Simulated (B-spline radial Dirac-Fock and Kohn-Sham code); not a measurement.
# Elastic and transport cross sections of terbium for electrons

These are calculated numbers from an atomic code on a B-spline grid; the model is relativistic (Dirac) partial waves in the static field of the Dirac-Fock atom with Furness-McCarthy exchange, without polarisation or absorption potentials. Below a few hundred eV the neglected polarisation potential matters, most of all at small angles. σ_tr1 and σ_tr2 weight the cross section with 1 − P₁ and 1 − P₂ of cos θ; "backward" is the share scattered beyond 90°.

```tsv
energy (eV)	σ (a₀²)	σ_tr1 (a₀²)	σ_tr2 (a₀²)	σ/σ_tr1	backward (%)
50	56.2	10.7	17.6	5.24	7.5
53.1	54.7	9.78	16.1	5.59	7.0
63.1	50.3	7.53	12.2	6.69	5.6
77.9	44.9	5.61	8.59	7.99	4.4
88.2	41.7	4.88	7.15	8.54	4.0
100	38.7	4.41	6.20	8.78	3.7
113	36.0	4.17	5.69	8.63	3.8
118	35.0	4.12	5.61	8.50	3.8
121	?	?	?	?	?
132	32.7	4.10	5.55	7.99	4.1
136	32.2	4.11	5.57	7.83	4.2
```

Question: Fill in the row for 121 eV.

Answer: σ = 34.5 a₀², σ_tr1 = 4.11 a₀², σ_tr2 = 5.57 a₀², σ/σ_tr1 = 8.40, backward 3.9 %. The ratio σ/σ_tr1 is roughly the number of elastic collisions that randomise the direction.
